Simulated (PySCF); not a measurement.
**Which element holds Cl most strongly?**

r²SCAN in PySCF with def2-SVPD on every atom (core potentials on In, Sn, Sb), for the lowest determinant that a PBE0 search found; no spin–orbit coupling. D0 is De less the harmonic zero-point energy.

```csv
M,state (unpaired electrons),Re (Å),ωe (cm⁻¹),D0(MCl) (eV)
C,doublet (π ↑),1.670,858,4.22
Sn,doublet (π ↑),2.415,341,3.97
Si,doublet (π ↑),2.105,513,4.38
Sb,triplet (π ↑↑),2.390,362,3.15
In,singlet (closed shell),2.457,310,4.66
```

Order the elements by D0 and give the energy of SiCl + C → CCl + Si.

In > Si > C > Sn > Sb; ΔE = 4.38 − 4.22 = +0.16 eV at r²SCAN/def2-SVPD. Close neighbours can swap at other levels.

Spin–orbit coupling is left out, which matters for elements this heavy, above all for dissociation energies. States were picked by a PBE0 search and need not be the measured ground states.
